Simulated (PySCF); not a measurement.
## Two-component Hartree-Fock for Al⁺ (aluminium, charge +1)

Start: [Ne] 3s2. Calculated with PySCF 2.14 in x2c-SVPall-2c with one added diffuse shell each of s, p type (5s5p1d, 25 functions): generalised Hartree-Fock with the X2C-1e Hamiltonian and a Gaussian nucleus; one run each with spin-orbit coupling (SO) switched off, then screened by Boettger's factors. This is a chosen level, not necessarily the ground level.

| spinor shell | electrons | ε, spin-free (eV) | ε, screened SO (eV) | weight of nominal j (screened SO) | rms radius, screened SO (bohr) |
| --- | --- | --- | --- | --- | --- |
| 1s1/2 | 2 | -1602.7 | -1602.7 | 1.000 | 0.139 |
| 2s1/2 | 2 | -142.34 | -142.34 | 1.000 | 0.676 |
| 2p1/2 | 2 | -95.777 | -96.098 | 1.000 | 0.673 |
| 3s1/2 | 2 | -17.701 | -17.701 | 1.000 | 2.62 |

Q: Where does 2p3/2 lie, and what is the 2p spin-orbit splitting (screened SO)?

A: At -95.618 eV, 0.480 eV above 2p1/2.

| quantity | spin-free | screened SO |
| --- | --- | --- |
| E (hartree) | -242.01526 | -242.01535 |
| M_J | 0 | 0 |
| ⟨J²⟩ | 0.000 | 0.000 |
| ⟨L²⟩ | 0.000 | 0.000 |
| ⟨S²⟩ | 0.000 | 0.000 |

Without spin-orbit coupling the j labels of p, d and f shells carry no meaning; the spin-free column gives the mean over the occupied spinors of each nl shell.
